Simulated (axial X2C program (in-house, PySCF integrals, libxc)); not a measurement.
**Spin–orbit effects along a row: molecules with P (ions), PBE0**

Calculated with an in-house all-electron X2C program for linear molecules (integrals from PySCF), spin-free (one-electron X2C) or two-component (2c: spin–orbit coupling with atomic mean-field Coulomb and Gaunt terms, which also bring small scalar terms), in Dyall basis sets with cores contracted in-house; open shells are unrestricted.

Basis sets: Ca dyall-cv3z, Co dyall-cv3z, Cu dyall-cv3z, Ga dyall-cv3z, Ge dyall-cv3z, K dyall-cv3z, Mn dyall-cv3z, P dyall-v3z, Se dyall-cv3z, Ti dyall-cv3z.

| molecule | spin-free state | Re (Å) | ωe (cm⁻¹) | De (eV) | 2c state | Re 2c (Å) | ωe 2c (cm⁻¹) | De 2c (eV) |
| --- | --- | --- | --- | --- | --- | --- | --- | --- |
| KP⁺ | M_S = 3/2, Λ = 0 | 3.492 | 84.5 | 0.15 | Ω = 3/2 | 3.493 | 84.5 | 0.15 |
| CaP⁺ | M_S = 1, Λ = 0 | 2.643 | 329.2 | 1.66 | Ω = 1 | 2.643 | 329.2 | 1.66 |
| TiP⁺ | M_S = 0, Λ = 0 | 2.025 | 612.1 | 2.24 | Ω = 0 | 2.026 | 611.8 | n/a |
| MnP⁺ | M_S = 3/2, Λ = 0 | 2.265 | 328.0 | 1.80 | Ω = 3/2 | 2.266 | 328.0 | 1.80 |
| CoP⁺ | M_S = 1/2, Λ = 2 | 2.127 | 379.3 | 2.14 | Ω = 5/2 | 2.127 | 379.0 | n/a |
| CuP⁺ | M_S = 3/2, Λ = 0 | 2.198 | 295.0 | 1.52 | Ω = 3/2 | 2.199 | 294.6 | 1.51 |
| GaP⁺ | M_S = 3/2, Λ = 0 | 2.648 | 149.1 | 0.58 | Ω = 3/2 | 2.650 | 148.9 | 0.58 |
| GeP⁺ | M_S = 1, Λ = 0 | 2.304 | 393.1 | 2.74 | Ω = 1 | 2.305 | 392.5 | n/a |
| PSe⁺ | M_S = 0, Λ = 0 | 1.952 | 679.7 | 5.46 | Ω = 0 | 1.953 | 678.4 | 5.44 |

Fragments in 2c: K+ + P, Ca+ + P, Ti+ + P, Mn+ + P, Co+ + P, Cu+ + P, Ga+ + P, Ge+ + P, Se+ + P. Each entry is the lowest single determinant of a limited PBE0 search at one distance. De goes to single-determinant-based atoms at the same level (for ions the charge split of lowest energy) and is withheld (n/a) where an atom does not fit its ground term or J level. Main or longest-lived isotopes. One determinant is a doubtful description, or other states lie close, for KP⁺, CaP⁺, MnP⁺, CoP⁺, CuP⁺, GaP⁺, GeP⁺; these need not be ground states, and all values refer to the states named. Some open-shell Ω = 0 determinants are out of reach, so the Ω given for CaP⁺, GeP⁺ need not be the lowest component. With several unpaired electrons the Ω given is that of one determinant, not necessarily of the lowest component. The functionals have no current term, which raises determinants with orbital currents.
